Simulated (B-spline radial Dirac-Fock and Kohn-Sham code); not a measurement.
Z = 59 (praseodymium), transition energy 1880 keV. Calculated with a radial atomic solver, using a Dirac-Hartree-Slater potential of the neutral atom with a Latter tail (no hole, which puts coefficients of high multipoles low close above an edge), finite nucleus with surface currents. Subshells that would emit electrons below 1 keV are left out, and so is internal pair formation.

Q: A pure transition shows α(K) = 0.000650, L1/L2 = 33.5 and L1/L3 = 91.6. What is its multipolarity?
A. E2
B. M3
C. E1
D. M1
E. M4
F. E4
G. M2
H. E3

A: D. For comparison, α(K), L1/L2, L1/L3 are E1 0.000258, 52.4, 34.3; E2 0.000528, 24.6, 40.9; E3 0.000941, 13.3, 41.9; E4 0.00156, 8.46, 38.1; M2 0.00139, 23.5, 123; M3 0.00240, 17.4, 92.3; M4 0.00384, 13.4, 52.7.
